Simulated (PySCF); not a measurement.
## Radial density of Zn²⁺ (zinc, charge +2)

UHF, [Ar] 3d10, closed-shell 1S. Calculation: PySCF 2.14, in cc-pVDZ-DK; scalar relativity by spin-free X2C-1e.

```json
{"r (bohr)": "0.000893", "4πr²ρ (e/bohr)": "0.2895"}
{"r (bohr)": "0.00150", "4πr²ρ (e/bohr)": "0.7202"}
{"r (bohr)": "0.00253", "4πr²ρ (e/bohr)": "1.753"}
{"r (bohr)": "0.00425", "4πr²ρ (e/bohr)": "4.115"}
{"r (bohr)": "0.00715", "4πr²ρ (e/bohr)": "9.099"}
{"r (bohr)": "0.0120", "4πr²ρ (e/bohr)": "18.09"}
{"r (bohr)": "0.0202", "4πr²ρ (e/bohr)": "29.92"}
{"r (bohr)": "0.0340", "4πr²ρ (e/bohr)": "36.70"}
{"r (bohr)": "0.0572", "4πr²ρ (e/bohr)": "31.39"}
{"r (bohr)": "0.0963", "4πr²ρ (e/bohr)": "31.72"}
{"r (bohr)": "0.162", "4πr²ρ (e/bohr)": "42.05"}
{"r (bohr)": "0.272", "4πr²ρ (e/bohr)": "24.93"}
{"r (bohr)": "0.458", "4πr²ρ (e/bohr)": "22.26"}
{"r (bohr)": "0.771", "4πr²ρ (e/bohr)": "20.04"}
{"r (bohr)": "1.30", "4πr²ρ (e/bohr)": "5.037"}
{"r (bohr)": "2.18", "4πr²ρ (e/bohr)": "0.4726"}
{"r (bohr)": "3.67", "4πr²ρ (e/bohr)": "0.01189"}
```

Densities and radii are taken from the X2C orbitals without a picture-change correction, which distorts them close to the nucleus.
